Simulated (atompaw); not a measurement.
**An all-electron radial function and its pseudo partner (nitrogen)**

Columns: radius, all-electron u(r) and pseudo u(r) of the 2p shell (level -7.09 eV) of nitrogen in the configuration [He] 2s2 2p3; PBE, scalar-relativistic, PAW (atompaw) scheme, atompaw 4.2.0.5.

```tsv
r (bohr)	all-electron	pseudo
0.056	0.0264	0.0064
0.112	0.0878	0.0255
0.167	0.1644	0.0557
0.223	0.2480	0.0971
0.279	0.3306	0.1476
0.335	0.4082	0.2054
0.390	0.4775	0.2672
0.446	0.5402	0.3329
0.502	0.5946	0.3994
0.558	0.6412	0.4645
0.613	0.6797	0.5250
0.669	0.7117	0.5817
0.725	0.7368	0.6318
0.781	0.7556	0.6745
0.837	0.7688	0.7092
0.892	0.7768	0.7352
0.948	0.7805	0.7537
1.004	0.7804	0.7647
1.060	0.7770	0.7690
1.115	0.7708	0.7676
1.171	0.7621	0.7615
1.227	0.7514	0.7518
1.283	0.7391	0.7396
1.338	0.7256	0.7259
1.394	0.7108	0.7108
1.450	0.6951	0.6951
```

Q: How many radial nodes do the two functions have?

A: The all-electron 2p function has n − l − 1 = 0; the pseudo-wave has 0.

Q: Where does each function peak?

A: Outermost all-electron maximum near 0.95 bohr, pseudo maximum near 1.06 bohr (to the table’s step).

Q: Is the pseudo-wave norm-conserving?

A: No, it belongs to a PAW set: the norm inside the radius is not constrained, and the difference is carried by the augmentation charge.
